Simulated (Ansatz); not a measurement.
H2ClGeN, SMILES `[NH2][Ge][Cl]` (lower singlet) (charge 0, multiplicity 1). This singlet lies 2.62 eV below the relaxed triplet at the level frozen-core CCSD(T)/cc-pVTZ // B3LYP-D3(BJ)/def2-TZVP (Ansatz, a program for electronic structure).

Method: Ansatz with frozen-core CCSD(T)/cc-pVDZ // B3LYP-D3(BJ)/def2-TZVP.

Ansatz 0.2 input:
```yaml
crystal:
  periodic: [false, false, false]
  atoms:
    - { symbol: N, position_ang: [-0.706956, 0.000397, 0.022869] }
    - { symbol: Ge, position_ang: [0.738163, -0.927548, 0.636017] }
    - { symbol: Cl, position_ang: [2.27263, 0.371566, -0.340732] }
    - { symbol: H, position_ang: [-0.648795, 0.820876, -0.563342] }
    - { symbol: H, position_ang: [-1.655042, -0.26529, 0.245189] }
basis:
  gaussian: { orbitals: cc-pVDZ }
correlation:
  method: ccsd_t
```

Output:

```
Functional definition: HF
746 factors; integrals over basis functions are off by at most 1.3e-3 eV
mean field evaluation 1: about -70489.2154 eV, gradient 3.1e1 eV
mean field evaluation 2: about -70489.2219 eV, gradient 3.1e1 eV
mean field evaluation 4: about -70491.5446 eV, gradient 2.4e0 eV
mean field evaluation 8: about -70491.5750 eV, gradient 3.4e-4 eV
mean field evaluation 16: about -70491.5659 eV, gradient 1.8e-1 eV
mean field -70491.57497052 eV, -2590.5175992611 hartree, gradient 2.4e-6 eV, S^2 0.000000; 0 other end points of the search recorded, 0 dependent functions left out
15 core orbitals not correlated
reference -70491.57497052 eV, -2590.5175992611 hartree; 14, 14 occupied and 40, 40 virtual orbitals, 746 factors
second order -10.91781174 eV of doubles, -0.00000000 eV of singles
cycle   1  -11.36984430 eV  change   -4.5e-1 eV  update   9.1e-2
cycle   2  -11.66458103 eV  change   -2.9e-1 eV  update   2.9e-2
cycle   3  -11.74799077 eV  change   -8.3e-2 eV  update   1.8e-2
cycle   4  -11.74218825 eV  change    5.8e-3 eV  update   5.7e-3
cycle   5  -11.74113711 eV  change    1.1e-3 eV  update   2.7e-3
cycle   6  -11.74143965 eV  change   -3.0e-4 eV  update   9.2e-4
cycle   7  -11.74129494 eV  change    1.4e-4 eV  update   3.4e-4
cycle   8  -11.74135187 eV  change   -5.7e-5 eV  update   1.0e-4
cycle   9  -11.74136210 eV  change   -1.0e-5 eV  update   4.0e-5
cycle  10  -11.74135154 eV  change    1.1e-5 eV  update   1.3e-5
perturbative correction -0.34479036 eV, -0.0126708119 hartree
Total energy: -70503.66111242 eV, -2590.9617567836 hartree
```
